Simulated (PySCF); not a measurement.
# How methods differ on the ionisation energy of C⁺

C⁺ [He] 2s2 2p1 (2P) → C²⁺ [He] 2s2 (1S), as a difference of total energies. Computed with PySCF 2.14 in aug-cc-pCVTZ-DK with one added diffuse shell each of s, p, d, f type (8s7p5d3f, 75 functions), with the spin-free X2C one-electron Hamiltonian (Gaussian nucleus). Correlated levels: valence and next inner shell: nothing frozen. The calculations carry no spin-orbit coupling.

Problem. Order these methods by the ionisation energy they give, lowest first.
A. SCS-MP2 (valence and next inner shell)
B. MP2 (valence and next inner shell)
C. CCSD (valence and next inner shell)
D. CCSD(T) (valence and next inner shell)

Solution. C (24.253 eV), D (24.279 eV), A (24.346 eV), B (24.400 eV).

A first-order spin-orbit estimate (lowest level to lowest level, LS coupling) adds 0.005 eV.

Errors of the correlated levels include the incompleteness of this basis.

The coupled-cluster amplitudes are large for C²⁺ (T1 above 0.03 or a double amplitude above 0.15), so a single reference is strained.

For comparison: 24.383 eV (measured; NIST Atomic Spectra Database, ionization energies).
